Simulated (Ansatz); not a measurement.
Geometry optimisation, Ansatz, RKS PBE-D4/def2-SVP.

Input file:

```yaml
crystal:
  periodic: [false, false, false]
  atoms:
    - { symbol: Al, position_ang: [0.0, 0.0, 0.0] }
    - { symbol: F, position_ang: [0.0, 0.0, 2.04] }
    - { symbol: "N", position_ang: [1.6627, 0.0, -0.96] }
    - { symbol: H, position_ang: [2.1293, -0.9179, -1.2118] }
    - { symbol: H, position_ang: [2.1141, 0.9179, -1.2382] }
    - { symbol: "N", position_ang: [-1.6627, 0.0, -0.96] }
    - { symbol: H, position_ang: [-2.3316, -0.8164, -0.8614] }
    - { symbol: H, position_ang: [-1.9118, 0.8164, -1.5886] }
    - { symbol: O, position_ang: [0.0932, 1.9717, 0.6559] }
    - { symbol: H, position_ang: [0.4919, 2.0, 1.5834] }
    - { symbol: H, position_ang: [0.0564, 1.1931, 1.752] }
basis:
  gaussian: { orbitals: def2-SVP }
hamiltonian:
  xc: pbe
  dispersion: d4
relax:
  f_tol: 0.15
  max_steps: 25
  restrain:
    - { distance: [0, 8], at: 2.98, k: 30.0 }
    - { distance: [10, 1], at: 2.12, k: 30.0 }
    - { distance: [0, 1], at: 1.69, k: 30.0 }
    - { distance: [10, 8], at: 1.01, k: 30.0 }
output:
  orbitals: {}
```

Run as:

```bash
$ ansatz run input.yaml --threads 2 --pin off --max-ram 3072MiB --backend cpu --events-out ev --progress --plain --runs-dir out
```

Q: Where does it end, and by what steps?

A: It converged. The restraints hold the end off the free minimum; the threshold counts their pulls, which the force column leaves out. Restrained pairs: Al1–O9 (2.08 → 2.96 Å), F2–H11 (1.23 → 2.12 Å), Al1–F2 (2.04 → 1.70 Å), O9–H11 (1.34 → 0.99 Å). After 9 steps the energy has fallen by 3.306 eV (the restraints' own energy left out); H8 moved furthest, 1.13 Å.

```tsv
step	energy less start (eV)	largest force component (eV/Å)	accepted
0	0.0000	3.570	yes
1	0.0596	4.055	yes
2	-0.4825	4.453	yes
3	-1.7877	2.907	yes
4	-2.7273	2.294	yes
5	-3.0172	1.534	yes
6	-3.1476	1.385	yes
7	-3.2249	1.216	yes
8	-3.2795	1.007	yes
9	-3.3063	0.830	yes
```

```xyz
11
Properties=species:S:1:pos:R:3
Al -0.100 -0.132 -0.141
F -0.303 -0.408 1.520
N 1.551 0.023 -0.817
H 1.999 -0.692 -1.392
H 1.999 0.925 -0.991
N -1.600 -0.308 -1.075
H -2.527 -0.427 -0.662
H -1.675 -0.170 -2.085
O 0.212 2.388 1.387
H 1.181 2.318 1.492
H -0.095 1.648 1.975
```

The run took 19 s on 2 threads of Arm Neoverse V2 (shared host), peak memory 0.15 GiB.
